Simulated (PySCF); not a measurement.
## Ionisation energy of Zr²⁺ by level of theory

Zr²⁺ [Kr] 4d2 (3F) → Zr³⁺ [Kr] 4d1 (2D), as a difference of total energies. Computed with PySCF 2.14 in aug-cc-pwCVDZ-PP with ECP28MDF, with a scalar-relativistic core potential. Correlated levels: valence: 4s2 4p6 frozen; valence and next inner shell: nothing frozen outside the core potential. The calculations carry no spin-orbit coupling.

Problem. Order these methods by the ionisation energy they give, lowest first.
A. PBE0
B. MP2 (valence)
C. MP2 (valence and next inner shell)
D. SCS-MP2 (valence)

Solution. D (22.421 eV), B (22.483 eV), C (22.747 eV), A (23.301 eV).

The reference lies between the lowest fine-structure levels, while these numbers refer to the centres of the terms.

Errors of the correlated levels include the incompleteness of this basis and the frozen core.

For comparison: 23.170 eV (semi-empirical (NIST evaluation); NIST Atomic Spectra Database, ionization energies).
